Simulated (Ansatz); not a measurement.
Sn₆. Total charge 0; triplet. Geometry PBE-D4/def2-SVP, that of the neutral singlet; atoms count from 1.

```xyz
6

Sn   -0.384   -1.666    0.144
Sn   -1.364    0.477    1.889
Sn   -1.875    0.308   -1.432
Sn    0.384    1.666   -0.144
Sn    1.874   -0.308    1.432
Sn    1.365   -0.478   -1.889
```

In the def2 sets Sn takes a core potential; there is no spin–orbit coupling. At PBE0-D4/def2-TZVP a singlet of charge 0 lies 1.57 eV below the triplet at the same geometry.

**Question.** Estimate the Mulliken populations from the PBE0/def2-TZVP orbitals of Ansatz.

**Answer.** 
```tsv
atom	charge (e)	spin (α − β)
Sn1	-0.06	0.27
Sn2	0.01	0.69
Sn3	0.05	0.04
Sn4	-0.06	0.27
Sn5	0.05	0.04
Sn6	0.01	0.69
```
Mulliken values and Mayer orders depend strongly on the basis.

**Question.** Where does the spin sit?

**Answer.** Summed by element: Sn 2.00, of 2 unpaired in all. Largest on single atoms: Sn6 0.69, Sn2 0.69, Sn1 0.27.

**Question.** And the Mayer bond orders between bonded heavy atoms (over 0.3)?

**Answer.** Sn1–Sn2 0.69 (2.93 Å); Sn1–Sn3 0.62 (2.93 Å); Sn1–Sn5 0.62 (2.93 Å); Sn1–Sn6 0.69 (2.93 Å); Sn2–Sn3 0.51 (3.36 Å); Sn2–Sn4 0.69 (2.93 Å); Sn2–Sn5 0.51 (3.36 Å); Sn3–Sn4 0.62 (2.93 Å); Sn3–Sn6 0.51 (3.36 Å); Sn4–Sn5 0.62 (2.93 Å); Sn4–Sn6 0.69 (2.93 Å); Sn5–Sn6 0.51 (3.36 Å). Values over 0.3 also appear between atoms too far apart for a bond (Sn1–Sn4 0.36 at 3.43 Å; Sn2–Sn6 0.31 at 4.76 Å; Sn3–Sn5 0.40 at 4.76 Å); they arise where an orbital or an unpaired electron spreads over both atoms.
